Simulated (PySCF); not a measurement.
# How methods differ on the excitation energy of Tc²⁺

Tc²⁺ [Kr] 4d5 (6S) → Tc²⁺ [Kr] 4d4 5s1 (6D), as a difference of total energies. Computed with PySCF 2.14 in dyall-av2z (22s15p11d2f, 136 functions), with no relativity, point nucleus. Correlated levels: valence: [Kr] frozen; virtual orbitals above 40 to 60 times the deepest correlated orbital energy dropped. The calculations carry no spin-orbit coupling.

```tsv
method	excitation energy (eV)
UHF	6.801
LDA	6.468
PBE	6.557
PBE0	6.791
r2SCAN	6.821
BP86	6.517
revPBE	6.636
PBEsol	6.605
MP2 (valence)	6.956
SCS-MP2 (valence)	6.853
```

Question: How much does correlation contribute at MP2 (valence)?

Answer: 6.956 − (6.801) = 0.155 eV, measured against UHF.

A first-order spin-orbit estimate (lowest level to lowest level, LS coupling) adds -0.165 eV.
